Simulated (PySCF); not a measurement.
PySCF input file for 3,3,3-trifluoroprop-1-yne (C3HF3), SMILES FC(F)(F)C#C, B3LYP-D3(BJ)/def2-SVP. The structure is a stationary point at B3LYP-D3(BJ)/def2-SVP.

```python
import numpy as np
from pyscf import gto, scf, dft, df
from pyscf.hessian import thermo

mol = gto.M(
    atom='''
    C    -0.00000000    0.00000000   -2.33754296
    C     0.00000000    0.00000000   -1.13039702
    C     0.00000000   -0.00000000    0.33905390
    F     1.08289016    0.62520692    0.82170046
    F    -0.00000000   -1.25041385    0.82170046
    F    -1.08289016    0.62520692    0.82170047
    H     0.00000000   -0.00000000   -3.41259601
    ''',
    basis='def2-SVP',
    charge=0,
    spin=0,
    max_memory=1600,
    verbose=3,
)
mf = dft.RKS(mol, xc='b3lyp').density_fit(auxbasis='def2-universal-jkfit')
mf.disp = 'd3bj'
mf.grids.level = 3
mf.conv_tol = 1e-11
mf.max_cycle = 100
mf.kernel()

# analytic Hessian; the response equations are solved on a coarser grid
h, args, fine = mf.Hessian(), (mf.mo_energy, mf.mo_coeff, mf.mo_occ), mf.grids
h.max_memory = max(150, 2.5e-5 * df.make_auxmol(mol, mf.with_df.auxbasis).nao * mol.nelec[0] * (mol.nelec[0] + mol.nao))  # MB; small integral blocks
h1ao = h.make_h1(mf.mo_coeff, mf.mo_occ)
mf.grids = dft.Grids(mol).set(level=1).build(with_non0tab=True)
mo1, mo_e1 = h.solve_mo1(*args, h1ao)
mf.grids = fine
hess = h.hess_elec(*args, mo1, mo_e1, h1ao) + h.hess_nuc()
if mf.do_disp():
    hess += h.get_dispersion()
for i in range(mol.natm):  # the analytic DFT Hessian lacks the response of the grid: restore translational invariance
    hess[i, i] -= hess[i].sum(axis=0)
hess = (hess + hess.transpose(1, 0, 3, 2)) / 2
vib = thermo.harmonic_analysis(mol, hess, imaginary_freq=False)
thermo.dump_normal_mode(mol, vib)
th = thermo.thermo(mf, vib['freq_au'][vib['freq_au'] > 0], 298.15, 101325)
thermo.dump_thermo(mol, th)
g0 = mf.nuc_grad_method().set(verbose=0).kernel()

# dipole derivatives [dipole axis, atom, xyz] from the same response
r, irp = mol.intor('int1e_r'), mol.intor('int1e_irp').reshape(3, 3, mol.nao, mol.nao)
sl, dm0, ok = mol.aoslice_by_atom(), np.array(mf.make_rdm1()), []
dmu = np.einsum('a,xt->xat', mol.atom_charges(), np.eye(3))
for a, (_, _, p0, p1) in enumerate(sl):
    dmu[:, a] += 2 * np.einsum('xtij,ij->xt', irp[:, :, :, p0:p1], dm0.reshape(-1, mol.nao, mol.nao).sum(0)[:, p0:p1])
    for u, c, occ, f in [(mo1, mf.mo_coeff, mf.mo_occ, 4)]:
        dmu[:, a] -= f * np.einsum('tui,xuv,vi->xt', u[a], r, c[:, occ > 0], optimize=True)
L = vib['norm_mode']
ir = 974.8801 * (np.einsum('xat,kat->kx', dmu, L) ** 2).sum(1)       # km/mol
apt = np.einsum('xax->a', dmu) / 3

# polarisability derivatives from nuclear gradients in small electric fields
h0, F = mf.get_hcore(), 0.005
def in_field(f, guess):
    m = mf.copy()
    m.verbose, m.conv_tol, m.conv_tol_grad = 0, 1e-11, 2e-7
    m.get_hcore = lambda *a: h0 + np.einsum('x,xij->ij', f, r)
    m.kernel(guess)
    ok.append(m.converged)
    dm = np.array(m.make_rdm1())
    g = m.nuc_grad_method().kernel() - np.outer(mol.atom_charges(), f)
    for a, (_, _, p0, p1) in enumerate(sl):
        g[a] -= 2 * np.einsum('x,xtij,ij->t', f, irp[:, :, :, p0:p1], dm[:, p0:p1])
    return g, -np.einsum('xij,ij->x', r, dm), dm
E = np.eye(3) * F
g0, _, dm0 = in_field(np.zeros(3), dm0)
gp = [in_field(e, dm0) for e in E]
gm = [in_field(-e, 2 * dm0 - p[2]) for e, p in zip(E, gp)]
alpha = np.array([(p[1] - q[1]) / (2 * F) for p, q in zip(gp, gm)])  # bohr^3
check = abs(np.array([-(p[0] - q[0]) / (2 * F) for p, q in zip(gp, gm)]) - dmu).max()
print('static polarisability / bohr^3:', alpha.round(3))
print('largest difference of analytic and finite-field dipole derivatives / e:', check)
da = np.zeros((3, 3, mol.natm, 3))
for x in range(3):
    da[x, x] = -(gp[x][0] + gm[x][0] - 2 * g0) / F**2
for x, y in ((0, 1), (0, 2), (1, 2)):
    up, down = in_field(E[x] + E[y], gp[x][2] + gp[y][2] - dm0), in_field(-E[x] - E[y], gm[x][2] + gm[y][2] - dm0)
    both = -(up[0] + down[0] - 2 * g0) / F**2
    da[x, y] = da[y, x] = (both - da[x, x] - da[y, y]) / 2
aq = np.einsum('xyat,kat->kxy', da, L) * 0.529177210903**2           # A^2/amu^1/2
a = np.einsum('kxx->k', aq) / 3
g2 = 1.5 * (aq**2).sum((1, 2)) - 4.5 * a**2
raman, depol = 45 * a**2 + 7 * g2, 3 * g2 / (45 * a**2 + 4 * g2 + 1e-12)
print('mode   freq/cm-1   IR/(km/mol)   Raman/(A^4/amu)   depolarisation')
for k, w in enumerate(vib['freq_wavenumber']):
    print(f'{k + 1:4d} {w:11.2f} {ir[k]:13.3f} {raman[k]:17.3f} {depol[k]:16.3f}')
print('max |gradient| / (hartree/bohr):', abs(g0).max())
print('APT charges:', apt.round(4))
```

Program output:

```
converged SCF energy = -414.060927786856

WARN: DFTD3 does not support analytical Hessian, using finite difference


WARN: Mole.unit (angstrom) is changed to Bohr

Mode                                 0                   1                   2
Irrep
Freq [cm^-1]                      184.0286            184.0493            458.0810
Reduced mass [au]                   5.7713              5.7715             11.6125
Force const [Dyne/A]                0.1152              0.1152              1.4357
Char temp [K]                     264.7761            264.8059            659.0765
Normal mode                   x     y     z       x     y     z       x     y     z
       0   C                -0.00 -0.15  0.00    0.15 -0.00 -0.00   -0.02  0.00 -0.00
       1   C                 0.00  0.10  0.00   -0.10  0.00 -0.00    0.16 -0.00 -0.00
       2   C                 0.00  0.05 -0.00   -0.05  0.00 -0.00    0.02 -0.00 -0.00
       3   F                -0.00  0.01  0.06   -0.00  0.00 -0.11    0.01  0.08 -0.06
       4   F                 0.00  0.00 -0.13   -0.01  0.00 -0.00   -0.12 -0.00 -0.00
       5   F                 0.00  0.01  0.06   -0.00 -0.00  0.11    0.01 -0.08  0.06
       6   H                -0.00 -0.34  0.00    0.34 -0.00 -0.00   -0.16  0.00 -0.00
Mode                                 3                   4                   5
Irrep
Freq [cm^-1]                      458.1062            540.9329            619.9235
Reduced mass [au]                  11.6155             10.7589             11.4030
Force const [Dyne/A]                1.4362              1.8548              2.5819
Char temp [K]                     659.1128            778.2821            891.9319
Normal mode                   x     y     z       x     y     z       x     y     z
       0   C                -0.00 -0.02  0.00   -0.00 -0.00 -0.15    0.01  0.00  0.00
       1   C                 0.00  0.16  0.00   -0.00  0.00 -0.13   -0.16 -0.01  0.00
       2   C                 0.00  0.02  0.00    0.00  0.00 -0.04    0.07  0.00  0.00
       3   F                 0.08 -0.08 -0.04   -0.04 -0.03  0.07    0.06  0.08  0.06
       4   F                -0.00  0.06  0.07    0.00  0.05  0.07   -0.08  0.01 -0.00
       5   F                -0.08 -0.08 -0.04    0.04 -0.03  0.07    0.05 -0.08 -0.05
       6   H                -0.00 -0.16  0.00    0.00 -0.00 -0.16    0.16  0.01  0.00
Mode                                 6                   7                   8
Irrep
Freq [cm^-1]                      619.9381            744.7769            744.7792
Reduced mass [au]                  11.4008              1.3005              1.3005
Force const [Dyne/A]                2.5816              0.4250              0.4250
Char temp [K]                     891.9529           1071.5681           1071.5715
Normal mode                   x     y     z       x     y     z       x     y     z
       0   C                -0.00  0.01  0.00    0.13  0.00 -0.00    0.00 -0.13 -0.00
       1   C                 0.01 -0.16  0.00   -0.06 -0.00 -0.00   -0.00  0.06 -0.00
       2   C                -0.00  0.07  0.00    0.00  0.00  0.00    0.00 -0.00 -0.00
       3   F                 0.08 -0.04  0.03    0.00  0.00  0.00   -0.00  0.00 -0.00
       4   F                 0.01  0.11 -0.07   -0.00  0.00 -0.00   -0.00 -0.00  0.00
       5   F                -0.08 -0.03  0.04    0.00 -0.00 -0.00    0.00  0.00 -0.00
       6   H                -0.01  0.16  0.00   -0.87 -0.00 -0.00   -0.00  0.87 -0.00
Mode                                 9                  10                  11
Irrep
Freq [cm^-1]                      820.4635           1207.1139           1207.1808
Reduced mass [au]                  14.9601             13.0023             13.0022
Force const [Dyne/A]                5.9334             11.1626             11.1638
Char temp [K]                    1180.4643           1736.7682           1736.8644
Normal mode                   x     y     z       x     y     z       x     y     z
       0   C                 0.00 -0.00 -0.09   -0.00 -0.00  0.00   -0.00  0.00 -0.00
       1   C                -0.00  0.00 -0.06    0.02  0.00 -0.00    0.00 -0.02 -0.00
       2   C                 0.00 -0.00  0.06   -0.25 -0.00 -0.00   -0.00  0.25 -0.00
       3   F                 0.10  0.06  0.02    0.07  0.03  0.03   -0.03 -0.03 -0.02
       4   F                -0.00 -0.12  0.02    0.02  0.00 -0.00    0.00 -0.08  0.03
       5   F                -0.10  0.06  0.02    0.07 -0.03 -0.03    0.03 -0.03 -0.02
       6   H                 0.00  0.00 -0.10   -0.03 -0.00  0.00   -0.00  0.03  0.00
Mode                                12                  13                  14
Irrep
Freq [cm^-1]                     1267.1106           2256.3117           3464.6184
Reduced mass [au]                  11.7982              5.8093              1.1683
Force const [Dyne/A]               11.1608             17.4251              8.2622
Char temp [K]                    1823.0900           3246.3301           4984.8145
Normal mode                   x     y     z       x     y     z       x     y     z
       0   C                 0.00  0.00  0.07   -0.00  0.00 -0.16   -0.00  0.00 -0.11
       1   C                -0.00  0.00  0.02    0.00 -0.00  0.22   -0.00  0.00  0.03
       2   C                 0.00 -0.00 -0.26   -0.00  0.00 -0.03    0.00 -0.00 -0.00
       3   F                 0.03  0.02  0.03   -0.00 -0.00 -0.00   -0.00 -0.00 -0.00
       4   F                -0.00 -0.03  0.03    0.00  0.00 -0.00   -0.00  0.00 -0.00
       5   F                -0.03  0.02  0.03    0.00 -0.00 -0.00    0.00 -0.00 -0.00
       6   H                 0.00  0.00  0.08   -0.00  0.00 -0.31    0.00 -0.00  0.92
temperature 298.1500 [K]
pressure 101325.00 [Pa]
Rotational constants [GHz] 5.67115 2.85885 2.85885
Symmetry number 3
Zero-point energy (ZPE) 0.03367 [Eh]   88388.567 [J/mol]
                           tot       elec      trans        rot        vib
Entropy [J/mol/K]       301.353      0.000    165.413    101.080     34.860
Cv [J/mol/K]             76.105      0.000     12.472     12.472     51.161
Cp [J/mol/K]             84.419      0.000     20.786     12.472     51.161
Internal energy [J/mol]                      3718.434   3718.434  94927.637
Internal energy [Eh]   -414.02194  -414.06093
Enthalpy [J/mol]                             6197.391   3718.434  94927.637
Enthalpy [Eh]          -414.02100
Gibbs free energy [J/mol]                  -43120.552 -26418.486  84534.071
Gibbs free energy [Eh] -414.05522
static polarisability / bohr^3: [[19.82   0.     0.   ]
 [-0.    19.82  -0.   ]
 [-0.    -0.    43.363]]
largest difference of analytic and finite-field dipole derivatives / e: 0.00027753432863730776
mode   freq/cm-1   IR/(km/mol)   Raman/(A^4/amu)   depolarisation
   1      184.03         1.117             7.722            0.750
   2      184.05         1.115             7.720            0.750
   3      458.08         0.338             1.801            0.750
   4      458.11         0.338             1.800            0.750
   5      540.93        14.120             2.887            0.495
   6      619.92         6.548             1.762            0.750
   7      619.94         6.547             1.762            0.750
   8      744.78        25.782             1.854            0.750
   9      744.78        25.781             1.854            0.750
  10      820.46         0.513             6.273            0.005
  11     1207.11       329.217             2.476            0.750
  12     1207.18       329.181             2.474            0.750
  13     1267.11       439.281             2.572            0.151
  14     2256.31        58.743            80.345            0.236
  15     3464.62        58.180            31.316            0.219
max |gradient| / (hartree/bohr): 7.968892933394033e-05
APT charges: [-0.1335 -0.3237  1.9448 -0.5688 -0.5688 -0.5688  0.2188]
```

The calculation finished and met its thresholds.

Cost: roughly 2.6 core-minutes.
